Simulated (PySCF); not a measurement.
These compounds are isomers of formula C₆H₁₁N.

A. `C=C(C)[C@@H]1N[C@H]1C`
B. `CCN=C1CCC1`
C. SMILES C(C#C)CN(C)C

Spectrum 1. $^{13}$C{$^{1}$H} NMR (computed): δ 91.7 (C), 76.4 (CH), 61.2 (CH2), 48.1 (CH3), 23.4 (CH2).

Spectrum 2. $^{13}$C{$^{1}$H} NMR (computed): δ 170.5 (C), 50.7 (CH2), 39.4 (CH2), 33.7 (CH2), 18.9 (CH3), 13.3 (CH2).

Spectrum 3. $^{13}$C{$^{1}$H} NMR (computed): δ 152.7 (C), 113.2 (CH2), 42.6 (CH), 39.6 (CH), 25.8 (CH3), 22.8 (CH3).

No solvent model, non-relativistic Hamiltonian, one averaged value for each set of equivalent atoms, one computed conformer. Geometry: GFN2-xTB; NMR shieldings at PBE0/pcSseg-1/GIAO; PySCF 2.14.0 with density-fitted response routines.

References, each an isolated molecule treated in the same way: $^{13}$C against TMS. Shifts are as computed. Against solution values, carbons near 30 ppm lie about +3 ppm off and those near 130 ppm about +5 ppm. Of 1211 compounds with measured shifts, 218 miss one by over three times the rms of a fit or turn the order of signals round; such compounds aren't used in these exercises.

Which spectrum belongs to which compound?

Results:

1–C, 2–B, 3–A.

- Spectrum 1 (C): 5 $^{13}$C signals; δC 91.7 is an alkyne carbon; δC 76.4 is a terminal alkyne carbon.
- Spectrum 2 (B): 6 $^{13}$C signals; δC 50.7 is an sp3 CH2 bonded to N; δC 39.4 is an sp3 CH2 in a ring.
- Spectrum 3 (A): 6 $^{13}$C signals; δC 152.7 is a fully substituted alkene carbon; δC 113.2 is a terminal =CH2 carbon.
